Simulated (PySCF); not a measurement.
A side-by-side comparison of computed properties.

First species: C7H4FNO.
SMILES: `O=C=NC1=CC=CC(F)=C1`

Second species: C7H4FNO.
Numbering: `[O:1]=[C:2]=[N:3][c:4]1[cH:5][cH:6][c:7]([F:8])[cH:9][cH:10]1` (hydrogens: H11 on C5; H12 on C6; H13 on C9; H14 on C10)

Levels: B3LYP/def2-SVPD for dipole moment, HOMO energy, LUMO energy, HOMO–LUMO gap, static isotropic polarisability and electronic spatial extent ⟨r²⟩ about the centre of nuclear charge; TDDFT B3LYP/def2-SVPD for lowest singlet excitation; PBE0-D3(BJ)/def2-SVP for rotational constant A and rotational constant C. Geometries: PBE0-D3(BJ)/def2-SVP. Each species is one conformer at its optimised geometry, gas phase, non-relativistic unless stated; the electronic structure was computed with PySCF and density fitting.

Dipoles, sizes and rotational constants follow the conformer. The torsions of the flexible species, by atom-mapped SMILES:
- `[O:1]=[C:2]=[N:3][c:4]1[cH:5][cH:6][cH:7][c:8]([F:9])[cH:10]1`: C2–N3–C4–C5 0°
- `[O:1]=[C:2]=[N:3][c:4]1[cH:5][cH:6][c:7]([F:8])[cH:9][cH:10]1`: C2–N3–C4–C5 180°

| property | column X | column Y |
| --- | --- | --- |
| dipole moment | 1.92 D | 1.20 D |
| HOMO energy | -7.01 eV | -6.81 eV |
| LUMO energy | -1.32 eV | -1.22 eV |
| HOMO–LUMO gap | 5.69 eV | 5.59 eV |
| lowest singlet excitation | 5.01 eV | 4.86 eV |
| static isotropic polarisability | 94.3 au | 94.3 au |
| electronic spatial extent ⟨r²⟩ about the centre of nuclear charge | 1680 bohr² | 1753 bohr² |
| rotational constant A | 3.623 GHz | 5.249 GHz |
| rotational constant C | 0.597 GHz | 0.566 GHz |

(1) Which column belongs to which species?

(2) How does each property change from the first species to the second?

## Answers

(1) Column X is the first species and column Y the second. The first has 14 atoms and 70 electrons, the second 14 and 70.

(2) dipole moment -0.72 D; HOMO energy +0.20 eV; LUMO energy +0.10 eV; HOMO–LUMO gap -0.10 eV; lowest singlet excitation -0.15 eV; static isotropic polarisability 0.0 au; electronic spatial extent ⟨r²⟩ about the centre of nuclear charge +73 bohr²; rotational constant A +1.626 GHz; rotational constant C -0.031 GHz.

On the first: The dipole equals about 6.4 × 10⁻³⁰ C·m (1 D = 3.33564 × 10⁻³⁰ C·m). S1 lies 0.68 eV below the HOMO–LUMO gap; its leading configuration is HOMO→LUMO+1, weight 0.45, beside HOMO−1→LUMO, weight 0.34.

On the second: S1 lies 0.73 eV below the HOMO–LUMO gap; its leading configuration is HOMO→LUMO, weight 0.64. In wavenumbers S1 is 39200 cm⁻¹ (1 eV = 8065.54 cm⁻¹).
